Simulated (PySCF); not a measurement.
CH8N2Si3, SMILES N1=C[SiH2]N[SiH2][SiH2]1.

The structure is a stationary point at PBE0-D3(BJ)/def2-SVP. This is a generated structure with no PubChem entry under its InChIKey; it may be hypothetical.

All values below come from PBE0-D3(BJ)/def2-SVP (PySCF 2.14.0).

Frequencies are harmonic and unscaled.

Computed harmonic wavenumbers and intensities:
```json
[
 {"mode": "1", "ν (cm⁻¹)": "37", "IR (km/mol)": "0.3", "moving atoms (share of kinetic energy)": "Si 39 %, H 34 %, C 14 %, N 13 %"},
 {"mode": "2", "ν (cm⁻¹)": "61", "IR (km/mol)": "0.7", "moving atoms (share of kinetic energy)": "N 49 %, H 34 %, Si 17 %"},
 {"mode": "3", "ν (cm⁻¹)": "237", "IR (km/mol)": "1.9", "moving atoms (share of kinetic energy)": "N 41 %, Si 37 %, H 14 %, C 8 %"},
 {"mode": "4", "ν (cm⁻¹)": "246", "IR (km/mol)": "4.4", "moving atoms (share of kinetic energy)": "Si 55 %, N 21 %, H 17 %"},
 {"mode": "5", "ν (cm⁻¹)": "278", "IR (km/mol)": "2.4", "moving atoms (share of kinetic energy)": "H 34 %, N 33 %, C 22 %, Si 12 %"},
 {"mode": "6", "ν (cm⁻¹)": "342", "IR (km/mol)": "8.8", "moving atoms (share of kinetic energy)": "H 83 %, Si 8 %"},
 {"mode": "7", "ν (cm⁻¹)": "406", "IR (km/mol)": "79.9", "moving atoms (share of kinetic energy)": "H 76 %, Si 13 %, N 9 %"},
 {"mode": "8", "ν (cm⁻¹)": "429", "IR (km/mol)": "15.3", "moving atoms (share of kinetic energy)": "Si 74 %, H 23 %"},
 {"mode": "9", "ν (cm⁻¹)": "510", "IR (km/mol)": "34.4", "moving atoms (share of kinetic energy)": "Si 48 %, N 38 %"},
 {"mode": "10", "ν (cm⁻¹)": "515", "IR (km/mol)": "16.9", "moving atoms (share of kinetic energy)": "H 83 %, Si 15 %"},
 {"mode": "11", "ν (cm⁻¹)": "591", "IR (km/mol)": "6.5", "moving atoms (share of kinetic energy)": "H 65 %, Si 22 %, N 8 %"},
 {"mode": "12", "ν (cm⁻¹)": "600", "IR (km/mol)": "13.3", "moving atoms (share of kinetic energy)": "C 51 %, H 29 %, Si 15 %"},
 {"mode": "13", "ν (cm⁻¹)": "631", "IR (km/mol)": "1.9", "moving atoms (share of kinetic energy)": "N 37 %, H 33 %, Si 29 %"},
 {"mode": "14", "ν (cm⁻¹)": "707", "IR (km/mol)": "7.5", "moving atoms (share of kinetic energy)": "H 87 %, Si 8 %"},
 {"mode": "15", "ν (cm⁻¹)": "710", "IR (km/mol)": "40.6", "moving atoms (share of kinetic energy)": "N 33 %, Si 28 %, H 25 %, C 13 %"},
 {"mode": "16", "ν (cm⁻¹)": "732", "IR (km/mol)": "66.1", "moving atoms (share of kinetic energy)": "H 77 %, N 17 %"},
 {"mode": "17", "ν (cm⁻¹)": "745", "IR (km/mol)": "26.8", "moving atoms (share of kinetic energy)": "H 83 %, N 9 %"},
 {"mode": "18", "ν (cm⁻¹)": "769", "IR (km/mol)": "95.3", "moving atoms (share of kinetic energy)": "H 81 %, Si 11 %"},
 {"mode": "19", "ν (cm⁻¹)": "843", "IR (km/mol)": "149.8", "moving atoms (share of kinetic energy)": "H 81 %, Si 15 %"},
 {"mode": "20", "ν (cm⁻¹)": "895", "IR (km/mol)": "73.6", "moving atoms (share of kinetic energy)": "H 71 %, C 25 %"},
 {"mode": "21", "ν (cm⁻¹)": "911", "IR (km/mol)": "277.3", "moving atoms (share of kinetic energy)": "H 84 %, Si 9 %"},
 {"mode": "22", "ν (cm⁻¹)": "930", "IR (km/mol)": "41.0", "moving atoms (share of kinetic energy)": "H 80 %, Si 13 %"},
 {"mode": "23", "ν (cm⁻¹)": "941", "IR (km/mol)": "340.0", "moving atoms (share of kinetic energy)": "H 54 %, N 26 %, Si 19 %"},
 {"mode": "24", "ν (cm⁻¹)": "976", "IR (km/mol)": "32.3", "moving atoms (share of kinetic energy)": "H 80 %, N 15 %"},
 {"mode": "25", "ν (cm⁻¹)": "988", "IR (km/mol)": "32.6", "moving atoms (share of kinetic energy)": "H 87 %, Si 9 %"},
 {"mode": "26", "ν (cm⁻¹)": "1196", "IR (km/mol)": "100.9", "moving atoms (share of kinetic energy)": "H 66 %, N 31 %"},
 {"mode": "27", "ν (cm⁻¹)": "1366", "IR (km/mol)": "4.5", "moving atoms (share of kinetic energy)": "H 83 %, C 9 %"},
 {"mode": "28", "ν (cm⁻¹)": "1749", "IR (km/mol)": "104.7", "moving atoms (share of kinetic energy)": "C 52 %, N 47 %"},
 {"mode": "29", "ν (cm⁻¹)": "2182", "IR (km/mol)": "102.3", "moving atoms (share of kinetic energy)": "H 97 %"},
 {"mode": "30", "ν (cm⁻¹)": "2193", "IR (km/mol)": "187.7", "moving atoms (share of kinetic energy)": "H 96 %"},
 {"mode": "31", "ν (cm⁻¹)": "2205", "IR (km/mol)": "125.6", "moving atoms (share of kinetic energy)": "H 97 %"},
 {"mode": "32", "ν (cm⁻¹)": "2214", "IR (km/mol)": "127.3", "moving atoms (share of kinetic energy)": "H 97 %"},
 {"mode": "33", "ν (cm⁻¹)": "2229", "IR (km/mol)": "104.9", "moving atoms (share of kinetic energy)": "H 97 %"},
 {"mode": "34", "ν (cm⁻¹)": "2238", "IR (km/mol)": "103.4", "moving atoms (share of kinetic energy)": "H 97 %"},
 {"mode": "35", "ν (cm⁻¹)": "2950", "IR (km/mol)": "87.8", "moving atoms (share of kinetic energy)": "H 92 %"},
 {"mode": "36", "ν (cm⁻¹)": "3599", "IR (km/mol)": "49.5", "moving atoms (share of kinetic energy)": "H 93 %"}
]
```
